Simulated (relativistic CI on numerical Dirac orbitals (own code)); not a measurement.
L2,3 absorption of iron in several valence states

Computed multiplet spectra 2p⁶3dⁿ → 2p⁵3dⁿ⁺¹ (Dirac-Coulomb-Breit ions, Slater integrals scaled by 0.8, an assumed crystal field that grows with the charge, no charge transfer; 300 K; Lorentzian 0.4 eV and Gaussian 0.3 eV FWHM at both edges, so that L2 comes out sharper than in experiment). Peaks over 5 % are given in eV from the highest peak in the L3 region of each spectrum (height, largest 100). S of the lowest state is read from ⟨S²⟩, and the branching ratio is the share of L3, cut at the minimum between the edges.

Field parameters in Wybourne normalisation: Oh B⁴₀ = 21Dq, B⁴₄ = √(5/14) B⁴₀. The field is a parameter set, without covalency.

- Fe2+ (d6, Oh, 10Dq = 15550 cm⁻¹): S = 0.06, low spin, branching ratio 0.67; peaks -2.0 (8), 0.0 (100), 1.8 (38), 3.4 (6), 12.1 (51), 13.0 (18), 13.5 (16)
- Fe3+ (d5, Oh, 10Dq = 20050 cm⁻¹): S = 2.50, high spin, branching ratio 0.77; peaks -2.5 (38), 0.0 (100), 1.5 (21), 3.7 (7), 10.7 (13), 13.2 (16), 14.7 (12)
- Fe4+ (d4, Oh, 10Dq = 24600 cm⁻¹): S = 1.75, high spin, branching ratio 0.71; peaks -3.6 (22), -2.7 (50), 0.0 (100), 1.4 (58), 3.2 (19), 8.3 (9), 9.6 (31), 10.7 (22), 12.0 (21), 13.3 (22), 13.6 (22), 14.9 (10), 16.0 (7)
- Fe5+ (d3, Oh, 10Dq = 29150 cm⁻¹): S = 1.50, branching ratio 0.59; peaks -4.1 (31), -2.1 (48), 0.0 (86), 0.8 (73), 1.4 (74), 4.6 (12), 5.2 (10), 6.5 (7), 9.4 (35), 10.0 (41), 10.9 (100), 12.2 (38), 14.0 (50), 15.9 (6)

The centroid of the whole edge, which also moves with the branching ratio, lies at 714.5 (Fe2+), 716.2 (Fe3+), 720.1 (Fe4+), 726.0 (Fe5+) eV in this ionic model, in steps of 1.7 to 5.9 eV. Compounds show about 1 to 2 eV a unit and lower energies for the high valences, since ligands screen the charge. The multiplet shape follows the d count and the spin state, and so serves as a fingerprint of valence. Fe4+ lies at a spin crossover.
